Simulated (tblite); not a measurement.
Task: Give a GFN2-xTB geometry of `C=C(CC#N)[Si@@H](O)[SiH2]NC`.

Result: 
```
atom  x, y, z in Å
C1    -2.1119    2.0364   -1.4563
C2    -1.8689    0.9216   -0.7853
C3    -2.4230   -0.3988   -1.2693
C4    -1.3336   -1.2784   -1.5828
N5    -0.4321   -1.9460   -1.8122
Si6   -0.7667    0.8585    0.7552
O7    -1.3671   -0.4695    1.5028
Si8    1.4841    0.7398    0.3162
N9     1.8829   -0.9154    0.0936
C10    3.2374   -1.3803   -0.0954
H11   -2.7114    2.0652   -2.3552
H12   -1.7245    2.9826   -1.1184
H13   -3.0055   -0.8606   -0.4667
H14   -3.0552   -0.2751   -2.1540
H15   -1.1348    2.0268    1.5707
H16   -0.8886   -0.8991    2.2049
H17    2.3127    1.1509    1.4632
H18    1.8709    1.6530   -0.7803
H19    1.2322   -1.4869   -0.4318
H20    3.5710   -1.2877   -1.1341
H21    3.9047   -0.7893    0.5289
H22    3.3169   -2.4282    0.1999
```

Orientation and origin are arbitrary. Atoms count from 1 in this order. The C–C distances run from 1.324 Å (C1=C2, drawn double) to 1.512 Å (C2–C3, drawn single), a spread of 0.188 Å. Si8 (SiH2 silicon) is distorted tetrahedral (angles from 103.8° to 116.0°). Si6 (oxygen-bound silicon) is distorted tetrahedral (angles from 100.6° to 114.6°). N9 (silicon-bound nitrogen) has angles 123.0°, 117.5° and 110.7°, sum 351.2°, 0.23 Å off the plane of its three neighbours.

Bonds between heavy atoms (Å): C1=C2 1.324, C2–C3 1.512, C3–C4 1.435, C4≡N5 1.145, C2–Si6 1.895, Si6–O7 1.638, Si6–Si8 2.296, Si8–N9 1.717, N9–C10 1.445.

Computed geometry: GFN2-xTB, gas phase.

Point group: C1 (no symmetry element, even within 0.4 Å). Its GFN2-xTB frequencies are all real (lowest 31 cm⁻¹). One conformer, not necessarily the lowest (C1–C2–C3–C4 118°, C1–C2–Si6–O7 155°, C2–Si6–O7–H 165°, C2–Si6–Si8–N9 -86°, Si6–Si8–N9–C10 -175°).

Time: 4.3 s wall. Hardware: an Intel Xeon at 2.50 GHz with one thread, shared host. This is the geometry optimisation.
